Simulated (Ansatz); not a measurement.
The cluster Pt4⁺. The state is a quartet with charge 1. Geometry B3LYP-D4/def2-SVP.

```csv
atom,x (Å),y (Å),z (Å)
Pt1,1.136,-0.309,1.084
Pt2,0.516,1.133,-1.005
Pt3,-1.323,0.508,0.743
Pt4,-0.329,-1.333,-0.822
```

In the def2 sets Pt takes a core potential; there is no spin–orbit coupling. LC-ωPBE has ω = 0.4 bohr⁻¹. HSE06 is defined as in plane-wave codes, on full-range PBE exchange. At LC-ωPBE/def2-TZVP the charge 1 quartet is spin-contaminated (final ⟨S²⟩ up to 3.87, 3.75 for a pure state). The structure comes from a short search, and lower isomers may exist.

Task: Estimate the α-spin orbital energies around the gap (eV) in Ansatz with PBE-D4/def2-TZVP, BLYP-D4/def2-TZVP, PBE0-D4/def2-TZVP, HSE06-D4/def2-TZVP, LC-ωPBE/def2-TZVP.

Result: 
| orbital | PBE-D4/def2-TZVP | BLYP-D4/def2-TZVP | PBE0-D4/def2-TZVP | HSE06-D4/def2-TZVP | LC-ωPBE/def2-TZVP |
| --- | --- | --- | --- | --- | --- |
| HOMO−5 | -10.65 | -10.52 | -11.99 | -11.59 | -14.42 |
| HOMO−4 | -10.65 | -10.52 | -11.99 | -11.59 | -14.41 |
| HOMO−3 | -10.65 | -10.52 | -11.99 | -11.59 | -14.41 |
| HOMO−2 | -10.32 | -10.16 | -11.48 | -11.10 | -13.78 |
| HOMO−1 | -10.32 | -10.16 | -11.48 | -11.10 | -13.78 |
| HOMO | -10.32 | -10.16 | -11.48 | -11.09 | -13.78 |
| LUMO | -8.77 | -8.70 | -7.80 | -8.17 | -5.58 |
| LUMO+1 | -8.77 | -8.70 | -7.80 | -8.17 | -5.58 |
| LUMO+2 | -8.77 | -8.70 | -7.80 | -8.17 | -5.58 |
| LUMO+3 | -5.34 | -5.28 | -4.46 | -4.82 | -2.51 |
| LUMO+4 | -4.87 | -4.83 | -3.99 | -4.35 | -1.95 |
| LUMO+5 | -4.87 | -4.83 | -3.99 | -4.35 | -1.95 |
| β HOMO | -10.35 | -10.23 | -11.60 | -11.21 | -13.93 |
| β LUMO | -9.39 | -9.28 | -8.17 | -8.56 | -5.72 |
